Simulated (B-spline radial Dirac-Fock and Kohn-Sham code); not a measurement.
ΔSCF core binding energies without Breit or QED terms, calculated with an atomic code on a B-spline grid.

A sound run for atomic mercury in the configuration [Xe] 4f14 5d10 6s2: The ground state converged in 11 iterations, with total energy -19648.87252 Ha, virial ratio 1.86773 and highest orbital energy -8.93 eV. ΔSCF binding energies: K (1s) 83558.7 eV, L3 (2p3/2) 12326.4 eV, M5 (3d5/2) 2305.9 eV.

A second run, with one unsound setting: The ground state converged in 11 iterations, with total energy -17036.50126 Ha, virial ratio 2.07746 and highest orbital energy -6.20 eV. ΔSCF binding energies: K (1s) 55467.1 eV, L3 (2p3/2) 12427.4 eV, M5 (3d5/2) 2360.4 eV.

```
iter   energy (Ha)        error
   1   -17035.26899867  3.86e+00
   2   -17036.20256713  1.25e-01
   3   -17036.49270824  3.78e-02
   4   -17036.50034173  1.44e-02
   5   -17036.50114704  3.86e-03
   6   -17036.50125454  4.61e-04
   7   -17036.50125651  5.80e-05
   8   -17036.50125662  3.16e-05
   9   -17036.50125664  7.67e-06
  11   -17036.50125665  1.23e-07
```

Question: Which fault fits the second run best?
A. too few iterations
B. functional not served
C. unbound anion
D. nuclear radius in wrong units

Answer: D. The input had radius_factor = 100.0: radius_factor inflates the nucleus far beyond its size, which weakens the binding of the inner electrons.
